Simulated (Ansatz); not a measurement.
**Nudged elastic band run: AlBCl$_{3}$H$_{3}$O**

The input (input.yaml):

```yaml
crystal:
  periodic: [false, false, false]
  atoms:
    - { symbol: B, position_ang: [0.581276, -0.333972, 0.738456] }
    - { symbol: Cl, position_ang: [0.366883, 0.879745, 1.980241] }
    - { symbol: Cl, position_ang: [1.695384, -0.157781, -0.577677] }
    - { symbol: Cl, position_ang: [-1.882567, -0.973226, -1.730438] }
    - { symbol: O, position_ang: [-0.151766, -1.505982, 0.825833] }
    - { symbol: Al, position_ang: [-0.994141, -2.637308, -0.695448] }
    - { symbol: H, position_ang: [0.242438, -3.325041, -1.389824] }
    - { symbol: H, position_ang: [-1.959887, -3.397918, 0.310719] }
    - { symbol: H, position_ang: [-0.721221, -1.561219, 1.612338] }
basis:
  gaussian: { orbitals: def2-SVP }
hamiltonian:
  xc: b3lyp
  dispersion: d4
neb:
  order_check: false
  images: 7
  f_tol: 0.05
  max_iterations: 60
  final_atoms:
    - { symbol: B, position_ang: [-0.47543488, -0.24181621, -0.9897002] }
    - { symbol: Cl, position_ang: [0.58135095, -1.78586217, 2.25439524] }
    - { symbol: Cl, position_ang: [0.3880514, 0.89074487, 0.16946019] }
    - { symbol: Cl, position_ang: [-0.96285894, 0.47002823, -2.52767471] }
    - { symbol: O, position_ang: [-0.67764806, -1.47836641, -0.63940123] }
    - { symbol: Al, position_ang: [-0.66339957, -2.95522982, 0.32641206] }
    - { symbol: H, position_ang: [0.42165536, -4.00271649, -0.12261637] }
    - { symbol: H, position_ang: [-2.03784238, -3.27522754, 1.0226762] }
    - { symbol: H, position_ang: [0.60252512, -0.63425645, 1.58064882] }
  initial_path:
    images:
      - { positions_ang: [[0.581276, -0.333972, 0.738456], [0.366883, 0.879745, 1.980241], [1.695384, -0.157781, -0.577677], [-1.882567, -0.973226, -1.730438], [-0.151766, -1.505982, 0.825833], [-0.994141, -2.637308, -0.695448], [0.242438, -3.325041, -1.389824], [-1.959887, -3.397918, 0.310719], [-0.721221, -1.561219, 1.612338]] }
      - { positions_ang: [[0.41060072, -0.24610795, 0.55134094], [0.24700421, 0.66836147, 2.03515676], [1.64906682, -0.08750761, -0.66642557], [-1.83780859, -0.75552496, -1.5346435], [-0.09364957, -1.52713491, 0.75495305], [-0.90385538, -2.73400213, -0.58033317], [0.23459111, -3.57534916, -1.14100782], [-1.99551145, -3.29296309, 0.04386182], [-0.53403886, -1.46247366, 1.61129748]] }
      - { positions_ang: [[0.23992544, -0.1582439, 0.36422588], [0.12712542, 0.45697794, 2.09007252], [1.60274964, -0.01723422, -0.75517415], [-1.79305019, -0.53782392, -1.33884899], [-0.03553314, -1.54828782, 0.68407311], [-0.81356976, -2.83069626, -0.46521833], [0.22674422, -3.82565732, -0.89219163], [-2.03113591, -3.18800818, -0.22299536], [-0.34685672, -1.36372832, 1.61025696]] }
      - { positions_ang: [[0.06925015, -0.07037986, 0.17711082], [0.00724663, 0.24559442, 2.14498828], [1.55643246, 0.05303916, -0.84392272], [-1.74829178, -0.32012288, -1.14305449], [0.02258329, -1.56944073, 0.61319316], [-0.72328414, -2.92739038, -0.3501035], [0.21889732, -4.07596548, -0.64337545], [-2.06676036, -3.08305327, -0.48985254], [-0.15967457, -1.26498298, 1.60921643]] }
      - { positions_ang: [[-0.10142513, 0.01748419, -0.01000424], [-0.11263217, 0.03421089, 2.19990405], [1.51011528, 0.12331255, -0.93267129], [-1.70353338, -0.10242184, -0.94725999], [0.08069972, -1.59059364, 0.54231322], [-0.63299853, -3.02408451, -0.23498867], [0.21105043, -4.32627363, -0.39455927], [-2.10238481, -2.97809836, -0.75670972], [0.02750757, -1.16623764, 1.60817591]] }
      - { positions_ang: [[-0.19492757, -0.04734091, -0.25492823], [0.06086361, -0.42080738, 2.21352685], [1.22959931, 0.31517063, -0.65713842], [-1.51836477, 0.04069068, -1.34236367], [-0.10888722, -1.56253683, 0.2468846], [-0.64059879, -3.00687084, -0.09463849], [0.26370167, -4.24538435, -0.32657354], [-2.0862492, -3.05238066, -0.31186324], [0.17126196, -1.03324234, 1.60129414]] }
      - { positions_ang: [[-0.28843001, -0.11216601, -0.49985222], [0.23435939, -0.87582564, 2.22714965], [0.94908334, 0.50702871, -0.38160555], [-1.33319616, 0.18380319, -1.73746735], [-0.29847417, -1.53448002, -0.04854401], [-0.64819905, -2.98965717, 0.04571169], [0.3163529, -4.16449506, -0.25858782], [-2.07011359, -3.12666295, 0.13298324], [0.31501635, -0.90024705, 1.59441237]] }
      - { positions_ang: [[-0.38193245, -0.17699111, -0.74477621], [0.40785517, -1.33084391, 2.24077244], [0.66856737, 0.69888679, -0.10607268], [-1.14802755, 0.32691571, -2.13257103], [-0.48806112, -1.50642322, -0.34397262], [-0.65579931, -2.9724435, 0.18606187], [0.36900413, -4.08360578, -0.19060209], [-2.05397799, -3.20094524, 0.57782972], [0.45877074, -0.76725175, 1.5875306]] }
      - { positions_ang: [[-0.47543488, -0.24181621, -0.9897002], [0.58135095, -1.78586217, 2.25439524], [0.3880514, 0.89074487, 0.16946019], [-0.96285894, 0.47002823, -2.52767471], [-0.67764806, -1.47836641, -0.63940123], [-0.66339957, -2.95522982, 0.32641206], [0.42165536, -4.00271649, -0.12261637], [-2.03784238, -3.27522754, 1.0226762], [0.60252512, -0.63425645, 1.58064882]] }
```

Command:

```bash
$ ansatz run input.yaml --threads 4 --pin off --max-ram 5120MiB --backend cpu --events-out ev --progress --plain --runs-dir out
```

Output, in part (warnings, iteration lines, the closing report on the highest movable image, with atoms numbered from 0):

```
NEB end point (image 0): max|allowed force component| = 2.539e-2 eV/Å (the criterion of neb.relax_end_points is 1.000e-2)
NEB end point (image 8): max|allowed force component| = 2.417e-2 eV/Å (the criterion of neb.relax_end_points is 1.000e-2)
NEB iter   1: max|band force component| = 1.744e2 eV/Å  barrier→ = 36.3610 eV  barrier← = 36.1320 eV  Δτ_max = 0.2000 Å  (245 SCF iters)
NEB iter   2: max|band force component| = 4.455e1 eV/Å  barrier→ = 9.0007 eV  barrier← = 8.7717 eV  Δτ_max = 0.2000 Å  (232 SCF iters)
NEB iter   3: max|band force component| = 2.681e1 eV/Å  barrier→ = 4.5502 eV  barrier← = 4.3212 eV  Δτ_max = 0.2000 Å  (224 SCF iters)
NEB iter   4: max|band force component| = 1.269e1 eV/Å  barrier→ = 2.6392 eV  barrier← = 2.4102 eV  Δτ_max = 0.2000 Å  (220 SCF iters)
NEB iter   5: max|band force component| = 3.224e0 eV/Å  barrier→ = 1.9036 eV  barrier← = 1.6746 eV  Δτ_max = 0.1990 Å  (214 SCF iters)
NEB iter   6: max|band force component| = 1.838e0 eV/Å  barrier→ = 1.8655 eV  barrier← = 1.6365 eV  Δτ_max = 0.1993 Å  (210 SCF iters)
NEB iter   7: max|band force component| = 3.778e0 eV/Å  barrier→ = 1.8360 eV  barrier← = 1.6070 eV  Δτ_max = 0.1039 Å  (212 SCF iters)
NEB iter   8: max|band force component| = 3.460e0 eV/Å  barrier→ = 1.8277 eV  barrier← = 1.5987 eV  Δτ_max = 0.1013 Å  (207 SCF iters)
NEB iter   9: max|band force component| = 1.085e0 eV/Å  barrier→ = 1.8031 eV  barrier← = 1.5741 eV  Δτ_max = 0.1992 Å  (208 SCF iters)
NEB iter  10: max|band force component| = 7.630e-1 eV/Å  barrier→ = 1.7741 eV  barrier← = 1.5451 eV  Δτ_max = 0.1996 Å  (204 SCF iters)
NEB iter  11: max|band force component| = 7.797e-1 eV/Å  barrier→ = 1.7072 eV  barrier← = 1.4782 eV  Δτ_max = 0.1010 Å  (202 SCF iters)
NEB iter  12: max|band force component| = 6.652e-1 eV/Å  barrier→ = 1.6292 eV  barrier← = 1.4002 eV  Δτ_max = 0.1006 Å  (207 SCF iters)
NEB iter  13: max|band force component| = 8.582e-1 eV/Å  barrier→ = 1.4588 eV  barrier← = 1.2298 eV  Δτ_max = 0.0507 Å  (205 SCF iters)
NEB iter  14: max|band force component| = 7.230e-1 eV/Å  barrier→ = 1.3820 eV  barrier← = 1.1530 eV  Δτ_max = 0.0503 Å  (210 SCF iters)
NEB iter  15: max|band force component| = 8.295e-1 eV/Å  barrier→ = 1.2895 eV  barrier← = 1.0605 eV  Δτ_max = 0.0250 Å  (210 SCF iters)
NEB iter  16: max|band force component| = 5.764e-1 eV/Å  barrier→ = 1.2473 eV  barrier← = 1.0183 eV  CI = image 4  Δτ_max = 0.0505 Å  (212 SCF iters)
NEB iter  17: max|band force component| = 7.476e-1 eV/Å  barrier→ = 1.2671 eV  barrier← = 1.0381 eV  CI = image 4  Δτ_max = 0.1021 Å  (211 SCF iters)
NEB iter  18: max|band force component| = 9.817e-1 eV/Å  barrier→ = 1.3040 eV  barrier← = 1.0750 eV  CI = image 4  Δτ_max = 0.2000 Å  (203 SCF iters)
NEB iter  19: max|band force component| = 1.564e0 eV/Å  barrier→ = 1.5635 eV  barrier← = 1.3345 eV  CI = image 4  Δτ_max = 0.1021 Å  (211 SCF iters)
NEB iter  20: max|band force component| = 1.244e0 eV/Å  barrier→ = 1.6778 eV  barrier← = 1.4488 eV  CI = image 4  Δτ_max = 0.2000 Å  (204 SCF iters)
NEB iter  21: max|band force component| = 1.001e0 eV/Å  barrier→ = 1.9265 eV  barrier← = 1.6976 eV  CI = image 4  Δτ_max = 0.2000 Å  (209 SCF iters)
NEB iter  22: max|band force component| = 7.331e-1 eV/Å  barrier→ = 1.8291 eV  barrier← = 1.6001 eV  CI = image 4  Δτ_max = 0.2000 Å  (199 SCF iters)
NEB iter  23: max|band force component| = 1.627e0 eV/Å  barrier→ = 1.7656 eV  barrier← = 1.5366 eV  CI = image 4  Δτ_max = 0.1005 Å  (209 SCF iters)
NEB iter  24: max|band force component| = 5.658e-1 eV/Å  barrier→ = 1.7496 eV  barrier← = 1.5206 eV  CI = image 4  Δτ_max = 0.1025 Å  (203 SCF iters)
NEB iter  25: max|band force component| = 3.199e-1 eV/Å  barrier→ = 1.7447 eV  barrier← = 1.5157 eV  CI = image 4  Δτ_max = 0.1037 Å  (207 SCF iters)
NEB iter  26: max|band force component| = 1.975e-1 eV/Å  barrier→ = 1.7414 eV  barrier← = 1.5124 eV  CI = image 4  Δτ_max = 0.1015 Å  (208 SCF iters)
NEB iter  27: max|band force component| = 1.986e-1 eV/Å  barrier→ = 1.7390 eV  barrier← = 1.5100 eV  CI = image 4  Δτ_max = 0.0507 Å  (200 SCF iters)
NEB iter  28: max|band force component| = 4.691e-1 eV/Å  barrier→ = 1.7373 eV  barrier← = 1.5083 eV  CI = image 4  Δτ_max = 0.0251 Å  (210 SCF iters)
NEB iter  29: max|band force component| = 1.395e-1 eV/Å  barrier→ = 1.7364 eV  barrier← = 1.5074 eV  CI = image 4  Δτ_max = 0.0498 Å  (213 SCF iters)
NEB iter  30: max|band force component| = 2.392e-1 eV/Å  barrier→ = 1.7349 eV  barrier← = 1.5059 eV  CI = image 4  Δτ_max = 0.0251 Å  (211 SCF iters)
NEB iter  31: max|band force component| = 1.383e-1 eV/Å  barrier→ = 1.7345 eV  barrier← = 1.5055 eV  CI = image 4  Δτ_max = 0.0252 Å  (205 SCF iters)
NEB iter  32: max|band force component| = 2.200e-1 eV/Å  barrier→ = 1.7341 eV  barrier← = 1.5051 eV  CI = image 4  Δτ_max = 0.0125 Å  (203 SCF iters)
NEB iter  33: max|band force component| = 6.356e-2 eV/Å  barrier→ = 1.7340 eV  barrier← = 1.5050 eV  CI = image 4  Δτ_max = 0.0252 Å  (194 SCF iters)
NEB iter  34: max|band force component| = 9.709e-2 eV/Å  barrier→ = 1.7340 eV  barrier← = 1.5050 eV  CI = image 4  Δτ_max = 0.0125 Å  (192 SCF iters)
NEB iter  35: max|band force component| = 1.036e-1 eV/Å  barrier→ = 1.7340 eV  barrier← = 1.5050 eV  CI = image 4  Δτ_max = 0.0063 Å  (188 SCF iters)
NEB iter  36: max|band force component| = 5.745e-2 eV/Å  barrier→ = 1.7340 eV  barrier← = 1.5050 eV  CI = image 4  Δτ_max = 0.0063 Å  (167 SCF iters)
NEB iter  37: max|band force component| = 5.092e-2 eV/Å  barrier→ = 1.7340 eV  barrier← = 1.5050 eV  CI = image 4  Δτ_max = 0.0063 Å  (159 SCF iters)
NEB iter  38: max|band force component| = 4.898e-2 eV/Å  barrier→ = 1.7340 eV  barrier← = 1.5050 eV  CI = image 4  Δτ_max = 0.0000 Å  (349 SCF iters)
Total energy: -46927.51126698 eV, -1724.5542304519 hartree
Atom 0 at    -0.273551    -0.259443     0.002774 Å, force     0.001076     0.002098     0.002352 eV/Å
Atom 1 at     0.521438     0.178219     2.067285 Å, force     0.000132     0.000457     0.000908 eV/Å
Atom 2 at     0.964445     0.216935    -1.189453 Å, force    -0.000482    -0.000540    -0.000762 eV/Å
Atom 3 at    -1.903193     0.450592    -0.133648 Å, force    -0.000211    -0.000486    -0.000919 eV/Å
Atom 4 at    -0.228699    -1.651392     0.429477 Å, force    -0.000656     0.000432    -0.002194 eV/Å
Atom 5 at    -0.608861    -3.182265    -0.351943 Å, force     0.000152    -0.000246     0.000968 eV/Å
Atom 6 at    -0.357810    -4.426815     0.570244 Å, force     0.000136    -0.000089     0.000156 eV/Å
Atom 7 at    -1.137600    -3.114213    -1.825646 Å, force    -0.000121    -0.000093    -0.000152 eV/Å
Atom 8 at     0.200230    -1.224320     1.505110 Å, force    -0.000026    -0.001534    -0.000357 eV/Å
Dipole moment:    -0.103271    -0.846642    -0.112340 e Å
```

The run converged. The profile has 2 maxima (images 2, 4) with wells between them (image 3): this band takes more than one step, which may be the mechanism or a detour left from its start path. Neighbouring images differ by up to 1.3 eV, so the band resolves the path poorly. A vibrational analysis at the climbing image gives one clearly imaginary mode, 1078i cm⁻¹: a first-order saddle point. The orbitals stay closed-shell, which can raise the energy where a bond breaks towards radicals; this wasn't checked here.

Final band (atoms are numbered from 1 in the order of the input):

| image | path coordinate (Å) | energy (kJ/mol) | B1–Cl2 (Å) | Cl4–Al6 (Å) | O5–H9 (Å) |
| --- | --- | --- | --- | --- | --- |
| 0 | 0.00 | 0.0 | 1.75 | 2.15 | 0.97 |
| 1 | 1.82 | 38.3 | 1.79 | 2.36 | 0.97 |
| 2 | 3.64 | 67.3 | 1.79 | 3.18 | 0.97 |
| 3 | 5.46 | 40.3 | 1.82 | 3.84 | 0.97 |
| 4 | 7.28 | 167.3 | 2.26 | 3.86 | 1.23 |
| 5 | 9.03 | 74.6 | 3.44 | 3.78 | 2.11 |
| 6 | 10.78 | 67.2 | 3.49 | 3.70 | 2.56 |
| 7 | 12.53 | 38.8 | 3.52 | 4.23 | 2.71 |
| 8 | 14.27 | 22.1 | 3.75 | 4.47 | 2.70 |

Run time: 7.3 min on 4 threads of Arm Neoverse V2, with other jobs on the host, peak memory 0.3 GiB.
